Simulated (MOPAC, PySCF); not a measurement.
arylazopyrazole, Z form `Cc1nn(C)c(C)c1/N=N\c1ccccc1`, neutral singlet in the gas phase. 

Z-matrix (Å, degrees):
```
C
N 1 1.3598
N 2 1.3542 1 113.31
C 3 1.3250 2 105.79 1 -0.94
C 1 1.4046 2 105.09 3 -0.38
N 5 1.3999 1 132.22 2 172.76
N 6 1.2506 5 124.72 1 42.42
C 7 1.4224 6 123.78 5 11.18
C 8 1.4031 7 117.55 6 -139.17
H 9 1.0919 8 118.47 7 5.01
C 9 1.3949 10 121.26 8 -179.63
H 11 1.0927 9 119.71 10 0.75
C 11 1.3985 12 120.09 9 178.91
H 13 1.0923 11 120.25 12 0.15
C 13 1.4001 14 120.17 11 178.97
H 15 1.0929 13 119.97 14 -0.50
C 15 1.3943 16 119.47 13 179.90
H 17 1.0906 15 120.42 16 0.17
C 2 1.4468 3 119.20 4 175.55
H 19 1.0960 2 107.03 3 11.43
H 19 1.1005 20 109.42 2 -120.30
H 19 1.1027 20 109.03 21 -119.00
C 1 1.4900 2 122.98 3 176.05
H 23 1.0972 1 110.18 2 -149.20
H 23 1.1002 24 108.08 1 -122.07
H 23 1.1029 24 106.87 25 -116.46
C 4 1.4924 3 122.80 2 179.88
H 27 1.0986 4 110.23 3 19.24
H 27 1.1006 28 109.85 4 -121.45
H 27 1.1031 28 108.13 29 -116.44
```
Charge 0, multiplicity 1.

All levels are single points at this geometry (B3LYP-D3(BJ)/def2-SVP); Pople sets use spherical d functions. Orbital energies aren't observables, and empty levels follow the basis.

BP86/6-31G* in PySCF gives gap (eV) = 1.97.

Task: Estimate the gap (eV) from each of these levels: B3LYP-D3(BJ)/def2-SVP in PySCF; CAM-B3LYP-D3(BJ)/def2-SVP in PySCF; B3LYP/3-21G in PySCF; PBE/6-31G* in PySCF; PM6 in MOPAC.

Result: 
```csv
level,gap (eV)
B3LYP-D3(BJ)/def2-SVP in PySCF,3.61
CAM-B3LYP-D3(BJ)/def2-SVP in PySCF,6.39
B3LYP/3-21G in PySCF,3.53
PBE/6-31G* in PySCF,1.95
PM6 in MOPAC,8.33
```
